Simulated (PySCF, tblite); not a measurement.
Isomers of C3H6O2Si. Computed with GFN2-xTB (tblite): harmonic, unscaled wavenumbers at the GFN2-xTB geometry, gas phase. The method is semi-empirical: single wavenumbers can be off by several per cent or more. Modes of hydrogen on silicon can be 10 to 20 % off. One conformer each.

Electronic energies: PBE0/pcSseg-1 single points on the GFN2-xTB geometries (PySCF, gas phase).

```csv
SMILES,"electronic energy, lowest = 0 (kJ/mol)"
CC1=CO[SiH2]O1,38.1
O=C[Si@H]1CCO1,184.3
O=C[C@H]1C[SiH2]O1,168.4
C=CO[SiH2]C=O,216.5
O=C1CC[SiH2]O1,0.0
C[SiH](C=O)C=O,242.4
C=C1C[Si@@H](O)O1,21.7
```

How do GFN2-xTB zero-point energies change the relative energies?

| SMILES | ZPE (kJ/mol) | of it from modes above 1550 cm⁻¹ | electronic (kJ/mol) | with ZPE, lowest = 0 (kJ/mol) | lowest mode (cm⁻¹) | rings |
| --- | --- | --- | --- | --- | --- | --- |
| O=C1CC[SiH2]O1 | 222.4 | 110.4 | 0.0 | 0.0 | 87 | 1 |
| C=C1C[Si@@H](O)O1 | 221.3 | 120.4 | 21.7 | 20.6 | 88 | 1 |
| CC1=CO[SiH2]O1 | 220.4 | 111.5 | 38.1 | 36.1 | 111 | 1 |
| O=C[C@H]1C[SiH2]O1 | 216.8 | 109.1 | 168.4 | 162.8 | 88 | 1 |
| O=C[Si@H]1CCO1 | 222.2 | 112.4 | 184.3 | 184.1 | 68 | 1 |
| C=CO[SiH2]C=O | 208.7 | 119.7 | 216.5 | 202.8 | 47 | 0 |
| C[SiH](C=O)C=O | 208.9 | 121.0 | 242.4 | 228.9 | 7 | 0 |

The zero-point energies span 13.7 kJ/mol, from `C=CO[SiH2]C=O` to `O=C1CC[SiH2]O1`. The order is unchanged.

And how do the electronic energies of GFN2-xTB itself compare?

`O=C1CC[SiH2]O1` 64.6; `C=C1C[Si@@H](O)O1` 108.0; `CC1=CO[SiH2]O1` 0.0; `O=C[C@H]1C[SiH2]O1` 232.2; `O=C[Si@H]1CCO1` 304.8; `C=CO[SiH2]C=O` 283.3; `C[SiH](C=O)C=O` 480.6 kJ/mol, lowest = 0. Against the energies above, taken from the same isomer `O=C1CC[SiH2]O1`, the largest difference is 173.6 kJ/mol.

What do entropy and thermal enthalpy add at 298.15 K and 1 bar (rigid rotor, harmonic oscillator, one conformer each)?

| SMILES | point group | symmetry number | S (J/(mol K)) | H − H(0) (kJ/mol) | ZPE + H − H(0) − TS (kJ/mol) |
| --- | --- | --- | --- | --- | --- |
| O=C1CC[SiH2]O1 | C1 | 1 | 331.4 | 19.11 | 142.7 |
| C=C1C[Si@@H](O)O1 | C1 | 1 | 342.4 | 21.16 | 140.4 |
| CC1=CO[SiH2]O1 | Cs | 1 | 333.6 | 19.99 | 140.9 |
| O=C[C@H]1C[SiH2]O1 | C1 | 1 | 341.1 | 20.41 | 135.5 |
| O=C[Si@H]1CCO1 | C1 | 1 | 351.3 | 21.29 | 138.7 |
| C=CO[SiH2]C=O | Cs | 1 | 379.6 | 24.40 | 119.9 |

Not tabulated: `C[SiH](C=O)C=O` (lowest mode only 7 cm⁻¹).
